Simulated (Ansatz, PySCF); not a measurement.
HNSi, SMILES [NH+]#[Si-].

The structure is a stationary point at PBE0-D3(BJ)/def2-TZVPD.

Two levels are set side by side: PBE/def2-TZVPD (Ansatz, a program for electronic structure) and EOM-CCSD/aug-cc-pVDZ (PySCF). PBE by ΔSCF, the other level by its IP root; same geometry, the bases differ. Differences are taken from unrounded values.

```
quantity                         EOM-CCSD
-------------------------------  --------
vertical ionisation energy (eV)     10.43
```

Q: What does PBE give, and how far is it from EOM-CCSD? (An estimate is asked for; the answer gives what the named calculation found.)

A: 
| quantity | PBE | PBE minus EOM-CCSD |
|---|---|---|
| vertical ionisation energy (eV) | 10.61 | 0.18 |

Here PBE gives about what the other level gives.
